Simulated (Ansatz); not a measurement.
# A basis-limit estimate, worked out

An elementary step of Si$_{3}$N$_{2}$H$_{11}$O, doublet (Si₃N₂H₉ ([SiH3][NH][SiH][NH][SiH3]) + H₂O → Si₂NH₆O ([OH][SiH][NH][SiH3]) + SiNH₅ ([NH2][SiH3]); Si–N, H–O broken or loosened, Si–O, N–H formed or tightened). “Start” and “end” are the PBE0-D4/def2-TZVP structures reached by relaxing down either side of its saddle point, with the molecules still in contact.

Computed with Ansatz 0.2.0 (basis: def2-TZVPP and def2-QZVPP); correlated methods freeze the cores; orbitals are unrestricted.

Energies in eV:

| quantity | end | start |
| --- | --- | --- |
| Hartree–Fock, triple zeta (X = 3) | -28766.97082 | -28766.61096 |
| Hartree–Fock, quadruple zeta (X = 4) | -28767.98812 | -28767.63255 |
| MP2 correlation, X = 3 | -28.32245 | -28.38723 |
| MP2 correlation, X = 4 | -30.45049 | -30.51539 |
| CCSD(T) correlation, X = 3 | -31.29208 | -31.36085 |

Work out the step energy at the basis limit: extrapolate Hartree–Fock as E(X) = E∞ + A exp(−7.88 √X) and the MP2 correlation as E(X) = E∞ + B X^−2.97 (the exponents that Neese and Valeev fitted for def2-TZVPP and QZVPP), then add CCSD(T) − MP2 in triple zeta.

Each step is linear, so take the differences first (end − start): Hartree–Fock -0.35986 (X = 3) and -0.35557 (X = 4); MP2 correlation 0.06478 and 0.06490; CCSD(T) correlation 0.06877.
Two points give E∞ = E(4) + w [E(4) − E(3)], with w = 1/(exp(7.88 (2 − √3)) − 1) = 0.1377 for Hartree–Fock and w = 1/((4/3)^2.97 − 1) = 0.7407 for the correlation.
Hartree–Fock: -0.35557 + 0.1377 × 0.00429 = -0.3550 eV.
MP2 correlation: 0.06490 + 0.7407 × 0.00012 = 0.0650 eV.
CCSD(T) − MP2: 0.06877 − 0.06478 = 0.0040 eV.
Sum: -0.3550 + 0.0650 + 0.0040 = -0.2860 eV, or -6.60 kcal/mol. Plain CCSD(T) in triple zeta gives -0.2911 eV, so the larger basis shifts the result by 0.0051 eV.

No T1 diagnostic of these runs exceeds 0.014. ⟨S²⟩ of the unrestricted Hartree–Fock references: 0.75 to 0.76 (a pure state has 0.75).

The step is the kind of ligand exchange by which a precursor binds to a hydroxyl group, or is hydrolysed, in atomic layer deposition of oxides. Here a small cluster stands in for the surface site.

Labels in which every atom is bracketed show which atoms are joined, not bond orders.

For scale, one of the runs: CCSD(T)/def2-TZVPP, 373 basis functions, launched by `ansatz run in.yaml --threads 4 --pin off --events-out ev --progress --plain --max-ram 63488MiB --backend cuda --devices 0, --max-vram 37GiB`. Hardware: 4 CPU threads of an AMD EPYC 7R13 and a share of one NVIDIA H100, shared host. Wall time 56 s; peak host memory 0.91 GiB.
